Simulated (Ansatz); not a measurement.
Na21⁻, 21 atoms. Hardware: 2 threads of AMD EPYC 7R13 on a shared host and a share (18 GiB) of an NVIDIA H100 80GB HBM3.

Correlated methods freeze 21 core orbitals; core or outer-core shells of Na are correlated, in sets that lack core-valence functions. Single mean-field runs in def2-TZVP are fitted with def2-universal-jkfit.

(1) How many basis functions does each of these Ansatz runs have, and roughly what does it cost? PBE0/def2-TZVP, charge -1 singlet, energy, from earlier orbitals; PBE/def2-TZVP, charge -1 singlet, energy and forces, from earlier orbitals; MP2/def2-SVP, charge -1 singlet, energy, from earlier orbitals; LC-ωPBE/def2-TZVP, charge -1 singlet, energy, from earlier orbitals; PBE/def2-SVP, charge -1 singlet, energy, from earlier orbitals; r2SCAN/def2-TZVP, charge -1 singlet, energy, from earlier orbitals; RPA@PBE/def2-SVP, charge -1 singlet, energy, from earlier orbitals; HF/STO-3G, charge -1 singlet, energy; PBE0/def2-SVP, charge -1 singlet, energy, from earlier orbitals; PBE/def2-SVP, charge -1 singlet, relaxation, 44 steps.

## Answers

(1) Other jobs shared the machine, so times can vary by a factor of up to 3.

| run | functions | fitting or Cholesky vectors | wall time | peak host memory (GiB) |
| --- | --- | --- | --- | --- |
| HF/STO-3G, charge -1 singlet, energy | 189 | 1777 | 4.3 s | 0.76 |
| PBE0/def2-TZVP, charge -1 singlet, energy, from earlier orbitals | 672 | 2352 | 7.5 s | 1.1 |
| PBE/def2-SVP, charge -1 singlet, energy, from earlier orbitals | 315 | 3675 | 9 s | 1 |
| LC-ωPBE/def2-TZVP, charge -1 singlet, energy, from earlier orbitals | 672 | 2352 | 11 s | 1.1 |
| PBE0/def2-SVP, charge -1 singlet, energy, from earlier orbitals | 315 | 2835 | 12 s | 0.93 |
| PBE/def2-TZVP, charge -1 singlet, energy and forces, from earlier orbitals | 672 | 2352 | 12 s | 1.1 |
| RPA@PBE/def2-SVP, charge -1 singlet, energy, from earlier orbitals | 315 | 2835 | 12 s | 1.6 |
| r2SCAN/def2-TZVP, charge -1 singlet, energy, from earlier orbitals | 672 | 2352 | 13 s | 1.2 |
| MP2/def2-SVP, charge -1 singlet, energy, from earlier orbitals | 315 | 2835 | 15 s | 0.87 |
| PBE/def2-SVP, charge -1 singlet, relaxation, 44 steps | 315 | 3675 | 3.6 min | 1 |
